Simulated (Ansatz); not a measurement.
`O[SiH](O)/C=C/[SiH3]` + H₂S → `[SiH3]/C=C\S` + `O[SiH2]O`  (substitution at a C–Si bond)

Isolated molecules relaxed with PBE0-D4/def2-TZVP in Ansatz; ΔE leaves out vibrations. CCSD(T)/CBS adds triple-zeta CCSD(T) − MP2 to the extrapolated MP2 energy (def2 sets, frozen cores). This one scheme is used for every species. Double bonds are as drawn, so ΔE can hold a change between cis and trans. Functionals use def2-TZVPP. B3LYP here is the variant with VWN-RPA as its local correlation; programs differ in this. Each species was taken in one conformer, which may not be the lowest.

`O[SiH](O)/C=C/[SiH3]`:

```xyz
14

O    -1.117    2.373    1.228
Si    0.226    1.688    0.583
O     1.285    1.170    1.730
C    -0.373    0.221   -0.370
C     0.182   -0.990   -0.250
Si   -0.396   -2.491   -1.192
H    -1.020    3.192    1.716
H     0.941    2.684   -0.267
H     2.130    1.616    1.778
H    -1.211    0.350   -1.056
H     1.012   -1.102    0.449
H     0.708   -3.047   -2.020
H    -1.528   -2.104   -2.074
H    -0.838   -3.560   -0.256
```

H₂S:

```xyz
3

S    -0.156    0.582    0.142
H    -0.569   -0.621    0.568
H     0.725    0.039   -0.710
```

`[SiH3]/C=C\S`:

Z-matrix (Å, degrees):
```
Si
C 1 1.855
H 1 1.485 2 109.3
H 1 1.490 2 111.5 3 120.5
H 1 1.491 2 111.1 3 -120.3
C 2 1.336 1 126.4 3 169.6
H 2 1.087 1 117.8 3 -10.7
S 6 1.740 2 129.2 1 -0.3
H 6 1.088 2 120.8 1 179.6
H 8 1.345 6 98.0 2 -2.8
```

`O[SiH2]O`:

Z-matrix (Å, degrees):
```
Si
O 1 1.642
O 1 1.642 2 113.5
H 1 1.481 2 111.5 3 116.9
H 1 1.481 2 103.8 3 -121.2
H 2 0.958 1 117.7 3 -66.0
H 3 0.958 1 117.7 2 -66.0
```

| level | ΔE (kcal/mol) |
| --- | --- |
| PBE-D4 | 7.4 |
| ωB97X-V | 10.0 |
| ωB97M-V | 10.5 |
| r2SCAN | 8.3 |
| PBE0 | 8.5 |
| B3LYP | 8.9 |
| HF/def2-QZVPP | 12.2 |
| MP2/def2-QZVPP | 9.3 |

**Question.** What does CCSD(T)/CBS give? (Best estimate.)

**Answer.** Computed: +10.4 kcal/mol. The listed levels differ from it by -3.0, -0.4, 0.1, -2.1, -1.9, -1.5, 1.8, -1.1 kcal/mol.

Largest T1 diagnostic among the species: 0.013.

From PBE to PBE0 (25 % exact exchange), in def2-TZVPP and without D4, ΔE moves by +1.5 kcal/mol. In def2-TZVPP, CCSD(T) changes the Hartree–Fock value by −1.6 kcal/mol (the triples alone add −0.7 kcal/mol) and MP2 by −2.8 kcal/mol.
